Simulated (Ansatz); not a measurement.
Species: sum formula SiBr3Cl, charge 0, multiplicity 1. SMILES: Cl[Si](Br)(Br)Br
Coordinates optimised at B3LYP-D3(BJ)/def2-TZVP (Ansatz, a quantum-chemistry and plane-wave program):
```xyz
5

Cl    -0.2971    -1.3066     1.9245
Si    -0.0388    -0.1708     0.2515
Br    -1.6666    -0.5981    -1.1758
Br     1.9057    -0.6630    -0.6683
Br    -0.0792     1.9641     0.8088
```
Charge 0, spin multiplicity 1.

Quantity: vertical electron affinity (to the doublet state of charge -1; a negative value means that the extra electron is unbound and the number depends on the basis; each state is the SCF solution reached for its spin; the molecule has degenerate orbitals, so one determinant may break the symmetry; for the doublet T1 is 0.057), in eV. Cores are frozen in the correlated levels unless marked. Open shells are spin-unrestricted. Spin-orbit coupling is left out. The frozen core is the preceding noble-gas configuration, with the filled d and f shells of earlier blocks. No relativistic terms. Anions need diffuse functions: def2-D sets add few. CBS marks a two-point X^-3 extrapolation of the correlation energy; Hartree-Fock from the larger set. The bracket is a focal-point correction in the basis named.

| level | program | vertical electron affinity (eV) |
|---|---|---|
| HF/def2-QZVPPD | Ansatz | -0.75 |
| PBE/def2-TZVPD | Ansatz | 0.45 |

Question: Estimate the value at RI-MP2/CBS(def2-TZVPPD,def2-QZVPPD)+[CCSD(T)-MP2]/def2-TZVPPD as computed with Ansatz.

Answer: -0.32 eV, so PBE/def2-TZVPD differs from it by 0.77 eV.
